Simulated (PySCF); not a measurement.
A side-by-side comparison of computed properties.

First species: C₈H₈O.
SMILES: `CC#C/C=C(/C=O)C=C`

Second species: C₈H₈O.
SMILES: `O=CCc1ccccc1`

Levels: PBE0/pcSseg-1 for dipole moment, HOMO energy, LUMO energy and HOMO–LUMO gap; GFN2-xTB for rotational constant A and rotational constant C. Geometries: GFN2-xTB. Each structure is a single optimised conformer of the isolated species, non-relativistic unless stated. Electronic properties by PySCF.

Dipoles, sizes and rotational constants follow the conformer. The torsions of the flexible species, by atom-mapped SMILES:
- `[CH2:1]=[CH:2]/[C:3]([CH:4]=[O:5])=[CH:6]\[C:7]#[C:8][CH3:9]`: C1–C2–C3–C4 -14°, C2–C3–C4–O5 176°
- `[O:1]=[CH:2][CH2:3][c:4]1[cH:5][cH:6][cH:7][cH:8][cH:9]1`: O1–C2–C3–C4 -122°, C2–C3–C4–C5 -85°

(1) Which of the two has the higher HOMO–LUMO gap, and by how much?

(2) Which has the higher rotational constant C?

(3) Which has the higher rotational constant A?

(4) Which of the two has the higher LUMO energy, and by how much?

(5) Which of the two has the higher dipole moment, and by how much?

(6) Which of the two has the higher HOMO energy, and by how much?

Answers

(1) The second: 6.22 eV against 4.32 eV, a difference of 1.90 eV.

(2) The second: 0.889 GHz against 0.647 GHz, a difference of 0.242 GHz.

(3) The second: 4.019 GHz against 2.713 GHz, a difference of 1.306 GHz.

(4) The second: -0.92 eV against -2.38 eV, a difference of 1.46 eV.

(5) The first: 4.04 D against 2.77 D, a difference of 1.27 D.

(6) The first: -6.70 eV against -7.14 eV, a difference of 0.44 eV.

On the first: The dipole equals about 13.5 × 10⁻³⁰ C·m (1 D = 3.33564 × 10⁻³⁰ C·m).

On the second: In atomic units the dipole is 1.09 e·bohr (1 au = 2.5417 D).
